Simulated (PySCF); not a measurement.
Si(OSiH3)(Me)(Cl)2 (CH6Cl2OSi2), SMILES C[Si](Cl)(Cl)O[SiH3].

Geometry: B3LYP-D3(BJ)/def2-SVP. One conformer was computed; it need not be the lowest.

Computed with r2SCAN/def2-TZVP (PySCF).

The molecule is in vacuum.

total energy: -1616.46795 hartree
highest occupied level: -7.89 eV
lowest empty level: -0.52 eV
orbital gap: 7.37 eV
dipole moment: 1.67 D
quadrupole, principal values (traceless, Buckingham form, about the centre of nuclear charge): -4.48, -2.80, 7.28 D·Å
mean static polarisability: 86.1 bohr³ (12.77 Å³)
polarisability, principal values: 82.3, 87.3, 88.8 bohr³
